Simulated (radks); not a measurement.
Q: Sn4+, configuration [Ar] 3d10 4s1 4p6 4d10 5s1 (not the ground configuration). All-electron calculation, scalar-relativistic Kohn-Sham, PBEsol, spin-polarised, spherical densities, finite nucleus; open shells are filled with parallel spins first (spin-orbit coupling, left out, can overturn this in heavy ions); Fermi nuclear charge, rms radius 4.6519 fm. Program: a radial shooting solver on a logarithmic mesh with Libxc functionals. Some entries of the table are withheld. Estimate them.

orbital,occ.,eigenvalue (hartree),<r> (bohr),r(max) (bohr)
1s up,1,-1067.679,0.02907,0.01878
1s down,1,-1067.663,0.02907,0.01878
2s up,1,-162.8750,0.1256,0.1061
2s down,1,-162.8636,0.1256,0.1061
2p up,3,-146.4529,0.1096,0.08495
2p down,3,-146.4414,0.1096,0.08495
3s up,1,-33.01505,0.3395,0.3077
3s down,1,-32.99907,0.3394,0.3077
3p up,3,-27.64731,0.3378,0.3010
3p down,3,-27.63074,0.3377,0.3010
3d up,5,-19.37451,0.3146,0.2509
3d down,5,-19.35814,0.3144,0.2509
4s up,1,-6.80666,0.8112,0.7423
4s down,0,-6.75325,0.8121,0.7429
4p up,3,-5.16276,0.8729,0.7832
4p down,3,-5.11239,0.8739,0.7841
4d up,5,-2.75710,(1),0.8700
4d down,5,-2.71034,(2),0.8720
5s up,1,-1.82472,(3),1.803
5s down,0,-1.76786,(4),1.800

A: 
(1) 4d up <r> (bohr): 1.038
(2) 4d down <r> (bohr): 1.038
(3) 5s up <r> (bohr): 1.973
(4) 5s down <r> (bohr): 1.975
